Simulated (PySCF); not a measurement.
revPBE on In⁻ (indium, charge -1), [Kr] 4d10 5s2 5p2, high-spin 3P determinant. Calculation: PySCF 2.14, in aug-cc-pVQZ-DK3; the spin-free X2C one-electron Hamiltonian (Gaussian nucleus).

```
cycle= 1 E= -5880.58917891575  delta_E= -0.0142  |g|= 0.0467  |ddm|= 5.67
cycle= 2 E= -5880.58921628126  delta_E= -3.74e-05  |g|= 0.0404  |ddm|= 0.978
cycle= 3 E= -5880.58961155095  delta_E= -0.000395  |g|= 0.00358  |ddm|= 0.794
cycle= 4 E= -5880.58961604437  delta_E= -4.49e-06  |g|= 0.000521  |ddm|= 0.0668
cycle= 5 E= -5880.58961579401  delta_E= 2.5e-07  |g|= 0.000722  |ddm|= 0.0214
cycle= 6 E= -5880.58961671489  delta_E= -9.21e-07  |g|= 8.28e-06  |ddm|= 0.0219
cycle= 7 E= -5880.58961671516  delta_E= -2.73e-10  |g|= 2.59e-06  |ddm|= 0.000399
converged SCF energy = -5880.58961671516  <S^2> = 2.0020513  2S+1 = 3.0013672
```

Highest occupied orbital energy: 1.176 eV; ⟨L²⟩ = 2.01; populations by l: s 10.00, p 20.00, d 20.00, f 0.00.

Can this result be used?

With care. Self-consistency was reached. At revPBE the highest occupied level has a positive energy, so only the finite basis holds that electron; in a semilocal or global hybrid functional this comes from self-interaction and does not mean that the real anion is unbound.
